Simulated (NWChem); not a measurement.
System: MgSiH$_{4}$O; SMILES [SiH3][O][MgH]

NWChem input:

```
start job
memory heap 200 mb stack 900 mb global 1100 mb
geometry units angstroms noautosym nocenter noautoz
  Mg     0.007277     1.934683     0.006172
  H      0.016540     3.623183     0.013208
  O     -0.000667     0.132455     0.000078
  Si    -0.000320    -1.503191    -0.000632
  H     -1.080880    -2.054045    -0.883813
  H     -0.224419    -2.054346     1.376749
  H      1.305116    -2.053091    -0.495320
end
basis spherical
  Mg library 6-31+g*
  H library 6-31+g*
  O library 6-31+g*
  Si library 6-31+g*
end
dft
  xc b3lyp
  iterations 150
end
tddft
  nroots 6
end
task tddft energy
```

Coordinates come from a PBE0/def2-SVP optimisation.

Vertical excitations in the gas phase.

Predict the main results of this run. (B3LYP/6-31+G* (spherical d), full TDDFT.) Quantities: lowest excitation, singlet (eV); oscillator strength of that lowest state; lowest triplet (eV); orbital gap (eV).

The lowest excitation, singlet (eV) is 5.57 and the oscillator strength of that lowest state comes out as 0.011. The lowest triplet (eV) is 4.99 and the orbital gap (eV) is 6.55.
